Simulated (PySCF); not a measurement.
# BiP⁺ at PBE

Computed with PBE; basis Bi def2-SVP with ECP60, P def2-SVP; scalar-relativistic core potentials; PySCF 2.14.

```json
{
 "state": "²Π (doublet), unpaired electrons π ↑",
 "bond length": "2.422 Å",
 "harmonic wavenumber": "394 cm⁻¹",
 "force constant": "2.47 mdyn/Å",
 "rotational constant Be": "0.1065 cm⁻¹",
 "anharmonicity ωexe": "1.37 cm⁻¹",
 "vibration–rotation constant αe": "0.000381 cm⁻¹",
 "bond order (Mayer)": "2.43",
 "dipole moment (positive dipole points towards P; it is taken about the centre of mass and depends on that origin)": "0.89 D"
}
```

These are scalar-relativistic numbers at best; spin–orbit coupling would shift them, the dissociation energy most. The state was picked by a PBE0 search and need not be the measured ground state.
